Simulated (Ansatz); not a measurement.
One change: `[SiH3][SiH2][InH2]` becomes `[SiH3][SiH2][SeH]`.

Ansatz, PBE0-D4/def2-TZVP geometries, multiplicity 1. Each molecule was computed in one conformer, which needn't be the lowest.

Elements past krypton have def2 core potentials. Scalar relativity is left out up to krypton. Spin–orbit coupling is left out; it splits and shifts lone-pair levels of the heavy atoms by tenths of an eV.

```tsv
property	`[SiH3][SiH2][InH2]`
HOMO energy (B3LYP/def2-TZVPP) / eV	-7.06
HOMO–LUMO gap (ωB97M-V/def2-TZVPP) / eV	8.50
ideal-gas entropy at 298 K and 1 bar (rigid rotor, harmonic PBE0-D4/def2-TZVP) / J/(mol·K)	381
LUMO energy (B3LYP/def2-TZVPP) / eV	-2.47
LUMO energy (PBE0/def2-TZVPP) / eV	-2.21
LUMO energy (ωB97M-V/def2-TZVPP) / eV	-0.69
```

(1) What does the change do to each property? (Best estimate.)

## Answers

(1) The calculation gave: 
```tsv
property	`[SiH3][SiH2][SeH]`	shift
HOMO energy (B3LYP/def2-TZVPP) / eV	-6.76	0.30
HOMO–LUMO gap (ωB97M-V/def2-TZVPP) / eV	10.31	1.81
ideal-gas entropy at 298 K and 1 bar (rigid rotor, harmonic PBE0-D4/def2-TZVP) / J/(mol·K)	349	-32
LUMO energy (B3LYP/def2-TZVPP) / eV	-0.72	1.75
LUMO energy (PBE0/def2-TZVPP) / eV	-0.55	1.66
LUMO energy (ωB97M-V/def2-TZVPP) / eV	1.22	1.91
```

With PBE0 the HOMO rises by 0.26 eV and the LUMO rises by 1.66 eV, so the gap widens by about 1.40 eV. PBE moves the HOMO by 0.40 eV and ωB97M-V by 0.09 eV. The zero-point energy changes by -8.2 kJ/mol with -3 modes. Modes under 60 cm⁻¹, often nearly free rotors, make the harmonic entropy too high.

B3LYP here is the variant with VWN-RPA as its local correlation; programs differ in this.
